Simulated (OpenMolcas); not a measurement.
# Kr5+: the spin-orbit constant, worked from levels

| Item | Value |
| --- | --- |
| Program | OpenMolcas |
| Basis | ANO-R2 [6s5p4d3f1g] |
| Scalar Hamiltonian | X2C, finite nucleus |
| Active space | 3 electrons in 8 orbitals (4s 4p 5s 5p) |
| State averaging | 2S+1 = 4 odd, 1 root; 2S+1 = 2 odd, 11 roots; 2S+1 = 4 even, 3 roots; 2S+1 = 2 even, 9 roots |
| Spin-orbit coupling | state interaction with AMFI integrals over the reference wave functions, term energies averaged over their components |

Methods: CASSCF; MS-CASPT2, IPEA 0.25 Eh, imaginary shift 0.1 Eh (closed shells correlated: 3d). Measured levels: Saloman, J. Phys. Chem. Ref. Data 36, 215 (2007).

**The spin-orbit constant.** For the Hund term ²P° of p1, E(J) = (A/2) J(J+1) + constant and ζ = 2S·A = A. From J = 1/2 to J = 3/2 the energy changes by 1.5 A.

```
   Source  E(3/2) - E(1/2)       A     ζ
   CASSCF           7308.7  4872.5  4872
MS-CASPT2           7355.3  4903.5  4904
 measured           8110.0  5406.7  5407
```

All in cm-1. MS-CASPT2 is off by -9.3 % and CASSCF by -9.9 %. Both methods take the spin-orbit matrix elements from the reference wave functions, so the second can move ζ only through the term energies and any multistate remixing.

Over all roots computed the reference weight is 0.89 to 0.98 in MS-CASPT2; the roots of lowest weight are the least certain, and an intruder state may touch them. Active for correlation alone: 5p 5s; no level in the range computed is led by a configuration that fills them, so any true level of that kind is missing. Computed and measured levels are paired by configuration, term and J; levels that our copy of the source lacks, or whose pairing is in doubt (as where it misses far off the trend of its configuration), stay unpaired and out of the deviations. Levels of configurations outside the active space are missing.

° marks odd parity.
